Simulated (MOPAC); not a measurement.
MOPAC input (PM6):

```
PM6 FORCE THERMO(298,298) PRECISE LET UHF MS=0.5 GEO-OK AUX(PRECISION=9) THREADS=1
H5N2O2Si

N    -0.90884997 1    0.26910362 1    1.43247945 1
Si   -0.02699635 1    0.02210452 1   -0.02630524 1
N     1.57211592 1   -0.19567110 1    0.48510795 1
O    -0.47423405 1   -1.23141247 1   -0.82838046 1
O    -0.27684603 1    1.32738331 1   -0.84041263 1
H    -1.57364852 1   -0.33763583 1    1.86297417 1
H     2.11254120 1   -1.03451966 1    0.36354589 1
H     2.11738644 1    0.53777678 1    0.91259531 1
H    -0.75981938 1   -1.87800709 1   -1.36237633 1
H    -0.39244605 1    2.07788488 1   -1.29052133 1
```

Output:

```
 *******************************************************************************
 **                                                                           **
 **                              MOPAC v23.2.5                                **
 **                                                                           **
 *******************************************************************************
 ** MOPAC's Digital Object Identifier: https://doi.org/10.5281/zenodo.6511958 **
 **                                                                           **
 ** Please cite the open-source release paper for use of this MOPAC version:  **
 ** J. E. Moussa and J. J. P. Stewart (2026)                                  **
 ** MOPAC: An open-source semiempirical molecular orbital program             **
 ** J. Open Source Softw., 11(119), 8025, https://doi.org/10.21105/joss.08025 **
 *******************************************************************************

                              PM6 CALCULATION RESULTS

 *******************************************************************************
 *  PM6        - The PM6 Hamiltonian to be used
 *  GEO-OK     - OVERRIDE INTERATOMIC DISTANCE AND OTHER SAFETY CHECKS
 *  UHF        - UNRESTRICTED HARTREE-FOCK CALCULATION
 *  MS=        - IN MECI, MAGNETIC COMPONENT OF SPIN =  0.5
 *  LET        - OVERRIDE SOME SAFETY CHECKS
 *  PRECISE    - TIGHTER CRITERIA TO BE USED
 *  FORCE      - FORCE CALCULATION SPECIFIED
 *  AUX        - OUTPUT AUXILIARY INFORMATION
 *  THERMO     - THERMODYNAMIC QUANTITIES TO BE CALCULATED
 *******************************************************************************
PM6 FORCE THERMO(298,298) PRECISE LET UHF MS=0.5 GEO-OK AUX(PRECISION=9) THREADS=1
 H5N2O2Si

   ATOM   CHEMICAL          X               Y               Z
  NUMBER   SYMBOL      (ANGSTROMS)     (ANGSTROMS)     (ANGSTROMS)

     1       N         -0.90884997  *   0.26910362  *   1.43247945  *
     2      Si         -0.02699635  *   0.02210452  *  -0.02630524  *
     3       N          1.57211592  *  -0.19567110  *   0.48510795  *
     4       O         -0.47423405  *  -1.23141247  *  -0.82838046  *
     5       O         -0.27684603  *   1.32738331  *  -0.84041263  *
     6       H         -1.57364852  *  -0.33763583  *   1.86297417  *
     7       H          2.11254120  *  -1.03451966  *   0.36354589  *
     8       H          2.11738644  *   0.53777678  *   0.91259531  *
     9       H         -0.75981938  *  -1.87800709  *  -1.36237633  *
    10       H         -0.39244605  *   2.07788488  *  -1.29052133  *

          CARTESIAN COORDINATES

    NO.       ATOM           X           Y           Z

     1         N         -0.9088      0.2691      1.4325
     2        Si         -0.0270      0.0221     -0.0263
     3         N          1.5721     -0.1957      0.4851
     4         O         -0.4742     -1.2314     -0.8284
     5         O         -0.2768      1.3274     -0.8404
     6         H         -1.5736     -0.3376      1.8630
     7         H          2.1125     -1.0345      0.3635
     8         H          2.1174      0.5378      0.9126
     9         H         -0.7598     -1.8780     -1.3624
    10         H         -0.3924      2.0779     -1.2905

 General Reference for PM6:
 "Optimization of Parameters for Semiempirical Methods V: Modification of NDDO Approximations
[...]

 VIBRATION         20   20A           ATOM PAIR      ENERGY CONTRIBUTION    RADIAL
 FREQUENCY          2395.84         O  4 -- H  9         +53.8% ( 73.6%)    100.0%
 TRANSITION DIPOLE   2.0832         O  5 -- H 10         +45.7% ( 67.8%)    100.0%
 TRAVEL (Ang.)       0.2424         Si 2 -- O  4          +0.2% (  4.4%)     89.7%
 REDUCED MASS        0.4789         Si 2 -- O  5          +0.2% (  4.1%)     93.4%
 EFFECTIVE MASS      1.2885
 FORCE CONSTANT      1.6196

 VIBRATION         21   21A           ATOM PAIR      ENERGY CONTRIBUTION    RADIAL
 FREQUENCY          2408.40         O  5 -- H 10         +53.9% ( 73.3%)    100.0%
 TRANSITION DIPOLE   1.5211         O  4 -- H  9         +45.7% ( 67.5%)     99.9%
 TRAVEL (Ang.)       0.2418         Si 2 -- O  5          +0.2% (  4.7%)     94.3%
 REDUCED MASS        0.4787         Si 2 -- O  4          +0.2% (  4.3%)     97.7%
 EFFECTIVE MASS      1.3005
 FORCE CONSTANT      1.6359

 VIBRATION         22   22A           ATOM PAIR      ENERGY CONTRIBUTION    RADIAL
 FREQUENCY          2802.24         N  3 -- H  8         +66.2% ( 83.0%)     99.1%
 TRANSITION DIPOLE   0.9502         N  3 -- H  7         +32.6% ( 58.2%)     96.3%
 TRAVEL (Ang.)       0.2067         Si 2 -- N  3          +0.7% (  8.6%)      0.7%
 REDUCED MASS        0.5634         N  1 -- H  6          +0.5% (  7.1%)     99.9%
 EFFECTIVE MASS      1.4890
 FORCE CONSTANT      2.6065

 VIBRATION         23   23A           ATOM PAIR      ENERGY CONTRIBUTION    RADIAL
 FREQUENCY          2804.18         N  1 -- H  6         +98.7% ( 99.7%)     99.7%
 TRANSITION DIPOLE   0.7466         N  1 -- Si 2          +0.6% (  8.0%)     47.1%
 TRAVEL (Ang.)       0.1610         N  3 -- H  7          +0.6% (  7.5%)     99.3%
 REDUCED MASS        0.9275         N  3 -- H  8          +0.1% (  3.6%)     93.8%
 EFFECTIVE MASS      1.4146
 FORCE CONSTANT      4.2971

 VIBRATION         24   24A           ATOM PAIR      ENERGY CONTRIBUTION    RADIAL
 FREQUENCY          2835.34         N  3 -- H  7         +67.4% ( 81.1%)     98.9%
 TRANSITION DIPOLE   0.9975         N  3 -- H  8         +32.0% ( 55.8%)     94.4%
 TRAVEL (Ang.)       0.2102         Si 2 -- N  3          +0.4% (  6.6%)     93.2%
 REDUCED MASS        0.5384         N  1 -- H  6          +0.2% (  4.1%)     98.5%
 EFFECTIVE MASS      1.2382
 FORCE CONSTANT      2.5504

      SYMMETRY NUMBER FOR POINT-GROUP C1  =  1

          SYSTEM IS A GROUND STATE

 H5N2O2Si

          MOLECULE IS NOT LINEAR

          THERE ARE 24 GENUINE VIBRATIONS IN THIS SYSTEM
          THIS THERMODYNAMICS CALCULATION IS LIMITED TO
          MOLECULES WHICH HAVE NO INTERNAL ROTATIONS

                    CALCULATED THERMODYNAMIC PROPERTIES
                                          *
   TEMP. (K)   PARTITION FUNCTION   H.O.F.    ENTHALPY  HEAT CAPACITY ENTROPY
                                   KCAL/MOL   CAL/MOLE    CAL/K/MOL  CAL/K/MOL

 298.00  VIB.     0.1449D+02                  2851.5594    21.5316    14.8815
         ROT.     0.1078D+06                   888.2803     2.9808    26.0084
         INT.     0.1562D+07                  3739.8397    24.5125    40.8899
         TRA.     0.8690D+27                  1480.4672     4.9680    39.5038
         TOT.                     -140.475    5220.3069    29.4805    80.3937

   *: NOTE: HEATS OF FORMATION ARE RELATIVE TO THE
            ELEMENTS IN THEIR STANDARD STATE AT 298K
              (=  Standard Enthalpy of Formation).

            Hvib:  Zero-point energy is not included.
                   frequencies of less than zero cm-1 are not included.
            Hrot = (3/2)RT
            Htra = (3/2)RT + pV = (5/2)RT

            Heat capacity is Cp, not Cv

          For more information, see: HTTP://OpenMOPAC.net/Manual/thermochemistry.html

           FORCE CONSTANT IN CARTESIAN COORDINATES (Millidynes/A)

    ATOM   CHEMICAL       X               Y               Z
   NUMBER   SYMBOL  FORCE CONSTANT  FORCE CONSTANT  FORCE CONSTANT

      1       N        5.459835        0.796053        2.713656
      2      Si        6.515557        7.694130        7.173992
      3       N        2.192451        7.896271        5.189283
      4       O        1.577177        1.914083        3.675750
      5       O        0.987256        1.794868        4.462558
      6       H        2.049642        0.397520        2.257799
      7       H        1.163453        1.575526        2.604801
      8       H        0.384647        2.141103        2.808297
      9       H        0.772882        0.963501        1.894463
     10       H        0.343772        0.849860        2.419810

 **********************
 *                    *
 * JOB ENDED NORMALLY *
 *                    *
 **********************

 == MOPAC DONE ==
```
